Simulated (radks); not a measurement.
Results of a calculation; reference values are marked as such.
Question: The table gives one normalised radial function P(r) = r R(r) (large component) of Gd6+ in [Xe] 4f(5/2: 3, 7/2: 0) 6s1 (r in bohr). Level of theory: Dirac Kohn-Sham, relativistic LDA (MacDonald-Vosko exchange, VWN5 correlation), spin-unpolarised, spherical densities, finite nucleus; Fermi nuclear charge, rms radius 5.1569 fm (a radial shooting solver on a logarithmic mesh with Libxc functionals).

| r | P |
|---|---|
| 0.003362 | 0.0639 |
| 0.004485 | 0.0757 |
| 0.005981 | 0.0868 |
| 0.008042 | 0.0950 |
| 0.01073 | 0.0963 |
| 0.01431 | 0.0858 |
| 0.01923 | 0.0572 |
| 0.02565 | 0.0086 |
| 0.03449 | -0.0586 |
| 0.046 | -0.1235 |
| 0.06135 | -0.1540 |
| 0.08249 | -0.1083 |
| 0.11 | 0.0220 |
| 0.1467 | 0.1742 |
| 0.1973 | 0.2119 |
| 0.2631 | 0.0366 |
| 0.3509 | -0.2345 |
| 0.4718 | -0.2929 |
| 0.6293 | 0.0234 |
| 0.8394 | 0.4143 |
| 1.128 | 0.3808 |
| 1.505 | -0.1651 |
| 2.007 | -0.7091 |
| 2.699 | -0.7342 |
| 3.6 | -0.3694 |
| 4.801 | -0.0884 |
| 6.455 | -0.0080 |

Which n and l does it have? It may be an empty orbital.

Answer: n = 6, l = 0: the number of nodes gives n - l - 1 = 5, the rise at small r points to l (this Dirac orbital starts outside the nucleus as r^gamma with gamma = sqrt((l + 1)^2 - (Z/c)^2) = 0.88; the j = 1/2 orbital of l + 1 starts with the same power, but with a smaller coefficient, and then steepens), and the extent must fit the shell. The curve is that of 6s1/2. 6s1/2: eigenvalue -56.905 eV, 5 radial nodes at r = 0.0267, 0.106, 0.274, 0.620, 1.40 bohr, <r> = 2.42 bohr, 90 % of the charge inside 3.37 bohr.
